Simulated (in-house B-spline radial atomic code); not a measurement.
Cs. Computed with a B-spline radial atomic code. Model: non-relativistic spherical atom: semilocal Troullier-Martins pseudo-atom, one channel per l, against all electrons, high spin, G0W0 and RPA with empty states to l = 8, local potential for every l without a channel, a model core (radius 0 = none) keeps its share of the functional.

Without relativity these are model numbers for so heavy an element.

What the tables leave out is listed at the end.

The pseudopotential gives back the lowest level of each angular momentum of its own functional in the configuration it was made in; a second state of the same l is only approximately right. Exact exchange, RPA and GW see the smooth pseudo-orbitals and miss the exchange with the core, for which the functional's share stands in. The column with an uncorrelated core keeps all orbitals and exact exchange, and so separates missing core correlation from pseudisation. Only the three outermost levels and the lowest empty one were computed. RPA here is direct RPA, with no exchange kernel, and its energies carry an (l + 1/2)⁻⁴ tail. A hybrid on a potential with a model core restores only its own semilocal share of the core's exchange.

Command:
```bash
python run_psgw.py task.json out
```
Settings (lengths in bohr, energies in hartree):
```
Z                      55
electrons              55
configuration          [Xe] 6s1
generated_in           [Xe] 6s1
functional             lda,vwn
core_shells            8
radius_factor          1.15
core_correction        True
ion_configuration      [Kr] 4d10 5s2 5p6
```

Run time, properties included: 98 s on 1 thread of Arm Neoverse N1, with other jobs on the host.

Given: made with LDA VWN5; model core radius 0.537 bohr; local radius 1.018 bohr; mean-field start LDA VWN5.

Valence shells of the generating configuration: 4d, 5s, 5p, 6s.

Channel: s 1.844, p 2.08, d 0.831 (radii in bohr).

Computed: largest level miss in the spin-unpolarised generating configuration 0.018 eV; valence RPA correlation energy all-electron orbitals -1.1567 hartree; valence RPA correlation energy pseudo -1.4133 hartree; all-electron RPA polarisability, core included 234.93 bohr³; ionisation by mean-field all-electron 3.9492 eV; ionisation by RPA all-electron 4.1753 eV; ionisation by RPA pseudo minus all 0.026 eV.

```csv
level,occupied,mean-field all-electron (eV),mean-field pseudo minus all (eV),G0W0 all-electron (eV),G0W0 uncorrelated core minus all (eV),G0W0 pseudo minus all (eV),exchange self-energy all-electron (eV),exchange self-energy pseudo (eV)
6s up,1,-2.3009,-0.018,-3.9448,0.004,-0.066,-5.2714,-5.1512
6s down (empty),0,-1.8588,-0.018,-0.75265,0.004,-0.047,-0.8944,-0.75962
```

(1) What is the ionisation by mean-field pseudo minus all?

(2) What is the pseudo-atom RPA polarisability?

Given: mean-field start PBE0.

Computed: valence RPA correlation energy all-electron orbitals -1.0904 hartree; valence RPA correlation energy pseudo -1.3496 hartree; all-electron RPA polarisability, core included 213.45 bohr³; pseudo-atom RPA polarisability 212.04 bohr³; ionisation by mean-field all-electron 3.751 eV; ionisation by mean-field pseudo minus all 0.017 eV.

```csv
level,occupied,mean-field all-electron (eV),mean-field pseudo minus all (eV),G0W0 all-electron (eV),G0W0 uncorrelated core minus all (eV),G0W0 pseudo minus all (eV),exchange self-energy all-electron (eV),exchange self-energy pseudo (eV)
6s up,1,-2.5736,-0.013,-3.9872,0.004,-0.042,-4.9611,-4.8518
6s down (empty),0,-1.0097,-0.008,-0.45413,0.005,-0.033,-0.84512,-0.71613
```

(3) What is the ionisation by RPA all-electron?

(4) What is the ionisation by RPA pseudo minus all?

Results:

(1) 0.03 eV.

(2) 231.24 bohr³.

(3) 4.0454 eV.

(4) 0.024 eV.

Among the listed levels the largest G0W0 shift of the pseudo-atom is -0.07 eV, for 6s up on the LDA VWN5 start, while leaving the core uncorrelated moves that level by +0.00 eV. The rest, -0.07 eV, comes from pseudisation and the lost core exchange. Not in the tables (levels of low weight, unsolved or above zero; the highest and the empty levels are kept at any weight): on LDA the G0W0 levels 5p down (pseudo minus all -0.95 eV, weights 0.15 and 0.12), 5p up (pseudo minus all -0.94 eV, weights 0.14 and -0.01); on PBE0 the G0W0 levels 5p down (pseudo minus all -0.73 eV, weights 0.05 and 0.37), 5p up (pseudo minus all -0.74 eV, weights 0.05 and 0.37); no Hartree-Fock pseudo-atom is run with a model core.
